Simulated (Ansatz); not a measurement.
`C[SiH](Cl)B[SiH3]`, relaxed with RKS PBE-D4/def2-SVP in the Gaussian-basis code of Ansatz from a rough embedded geometry. The force threshold is 0.03 eV/Å; the program also tests the step.

The species carries charge 0 and has multiplicity 1.

Start:

```xyz
13

C    -0.231    1.195   -1.464
Si   -1.167   -0.115   -0.616
Cl   -0.861   -1.879   -1.666
B    -0.536   -0.342    1.261
Si    1.316   -0.929    1.467
H     0.827    1.028   -1.487
H    -0.410    2.190   -0.901
H    -0.639    1.353   -2.470
H    -2.647    0.192   -0.601
H    -0.888    0.533    1.944
H     2.227    0.111    1.000
H     1.487   -2.162    0.663
H     1.521   -1.174    2.869
```

(1) How much energy does the relaxation release, and in how many steps? (An estimate is asked.)

(2) Which bonds change most? (Estimate.)

(3) Give the relaxed structure. (Estimate.)

Answers

(1) Computed: 65.80 kJ/mol, in 24 steps, 1 of them rejected.

(2) Ansatz gave: C1–Si2 from 1.819 to 1.891 Å; Si5–H13 from 1.437 to 1.506 Å; B4–Si5 from 1.953 to 2.011 Å; Si5–H11 from 1.459 to 1.515 Å.

(3) Ansatz gave: 
```xyz
13

C    -0.613    1.566   -1.660
Si   -0.888   -0.041   -0.701
Cl   -0.011   -1.609   -1.803
B    -0.143    0.027    1.164
Si    1.257   -1.291    1.754
H     0.467    1.804   -1.728
H    -1.131    2.405   -1.151
H    -1.015    1.469   -2.688
H    -2.367   -0.344   -0.629
H    -0.541    0.920    1.893
H     2.495   -0.954    0.948
H     0.862   -2.700    1.389
H     1.629   -1.253    3.213
```
